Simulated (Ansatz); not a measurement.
Z-matrix (Å, degrees):
```
Si
B 1 1.941
C 1 1.892 2 47.9
H 1 1.483 2 128.3 3 -92.9
H 1 1.487 2 118.6 3 100.9
N 2 1.378 1 156.0 3 -167.1
As 3 1.968 1 114.5 2 -100.1
H 3 1.088 1 126.1 2 116.7
H 6 1.005 2 122.8 1 -17.2
H 6 1.008 2 123.2 1 163.0
H 7 1.529 3 95.7 1 47.0
H 7 1.529 3 99.2 1 -45.4
```

Total charge 0; spin multiplicity 1.

(1) List the ωB97M-V/def2-TZVPP orbital energies in eV (Ansatz 0.2.0). (Best estimate.)

## Answers

(1) Ansatz gave: Occupied: -11604.67, -1806.37, -1472.75, -1314.01, -1314.01, -1313.98, -394.94, -280.95, -195.15, -187.85, -147.48, -141.25, -141.24, -141.12, -101.61, -101.59, -101.57, -47.64, -47.63, -47.54, -47.52, -47.48, -27.32, -22.91, -19.37, -17.23, -16.92, -16.59, -14.58, -12.68, -12.37, -11.52, -11.09, -10.21, -9.27, -8.29. Lowest empty: 1.33, 1.58, 2.30, 2.62, 3.02, 3.22, 3.39, 3.64.
